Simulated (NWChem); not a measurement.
C3H3NOSi; SMILES C#C[SiH2]OC#N

```xyz
9

C      1.3644    -2.3989    -0.0781
C      0.4050    -1.6541    -0.0095
Si    -1.0245    -0.5367     0.1066
O     -0.5832     1.0021    -0.5115
C      0.3249     1.7851    -0.0671
N      1.1385     2.5220     0.3128
H      2.2156    -3.0555    -0.1395
H     -1.4436    -0.3567     1.5187
H     -2.1298    -0.9515    -0.7842
```
Atoms are numbered in this order, from 1.

Program: NWChem. Structure relaxed at the PBE0/def2-SVP level. Level: PBE0/def2-SVP with SMD (1 M gas to 1 M solution), gas-phase geometry. Reactions with the solvent are ignored.

For solvent water:

| Item | Result |
|---|---|
| solvation free energy (kcal/mol) | -0.8 |
| cavity-dispersion-structure term (kcal/mol) | 8.1 |
| dipole in solution (D) | 5.97 |

Problem. What are these values for solvent toluene?

Solution. The solvation free energy (kcal/mol) is -2.1 and the cavity-dispersion-structure term (kcal/mol) comes out as 2.6. The dipole in solution (D) is 5.49.
